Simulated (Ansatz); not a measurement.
Reaction (ligand exchange at a B–O bond): `BOC(O)[SiH3]` + HI → `BI` + `OC(O)[SiH3]`

Gas-phase electronic energies from Ansatz, PBE0-D4/def2-TZVP geometries. CCSD(T)/CBS is the MP2 limit (def2-TZVPP, def2-QZVPP) plus CCSD(T) − MP2 in def2-TZVPP, frozen cores. Functionals use def2-TZVPP. Elements past krypton have def2 core potentials. For I outer-core shells are correlated without core-valence functions, which leaves a few kJ/mol of doubt a bond. Each species was taken in one conformer, which may not be the lowest.

| level | ΔE (kcal/mol) |
| --- | --- |
| CAM-B3LYP-D4 | 18.9 |
| ωB97M-V | 16.8 |

(1) What does CCSD(T)/CBS give? (Estimate.)

(2) What do rigid-rotor, harmonic-oscillator terms from PBE0-D4/def2-TZVP frequencies (298.15 K, 1 bar) make of the CCSD(T)/CBS value? (Best estimate.)

Largest T1 diagnostic among the species: 0.014.

Results:

(1) The calculation gave: +14.9 kcal/mol. The listed levels differ from it by 4.0, 1.9 kcal/mol.

(2) The calculation gave: ΔZPE = +2.0 kcal/mol, ΔH = +16.6 kcal/mol, ΔS = 15 J/(mol·K), ΔG = +15.5 kcal/mol.

At CCSD(T), def2-SVP lies +5.0 kcal/mol from the extrapolated value and def2-TZVPP +0.9 kcal/mol. In def2-TZVPP, CCSD(T) changes the Hartree–Fock value by −1.1 kcal/mol (the triples alone add −0.3 kcal/mol) and MP2 by −2.3 kcal/mol. Leaving LDA and LC-ωPBE aside and taking each functional with its dispersion term where it has one, the values, not all of them listed here, spread over 4.4 kcal/mol, from revPBE-D4 to CAM-B3LYP-D4. LDA lies +2.8 kcal/mol from PBE without D4.

CCSD(T)/CBS has its own doubt, a few kJ/mol and more with outer-core shells, so smaller differences from it don't rank the levels.
